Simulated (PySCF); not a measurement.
## Ionisation energy of Ag by level of theory

Ag [Kr] 4d10 5s1 (2S) → Ag⁺ [Kr] 4d10 (1S), as a difference of total energies. Computed with PySCF 2.14 in x2c-TZVPPall with one added diffuse shell each of s, p, d, f type (9s7p7d3f1g, 95 functions), with scalar relativity by spin-free X2C-1e. Correlated levels: valence and next inner shell: [Ar] 3d10 frozen. The calculations carry no spin-orbit coupling.

```tsv
method	ionisation energy (eV)	error (eV)
UHF	6.356	-1.220
MP2 (valence and next inner shell)	7.566	-0.010
SCS-MP2 (valence and next inner shell)	7.365	-0.211
CCSD (valence and next inner shell)	7.371	-0.205
CCSD(T) (valence and next inner shell)	7.489	-0.087
```

Reference: 7.576 eV (measured; NIST Atomic Spectra Database, ionization energies).

Errors of the correlated levels include the incompleteness of this basis and the frozen core.
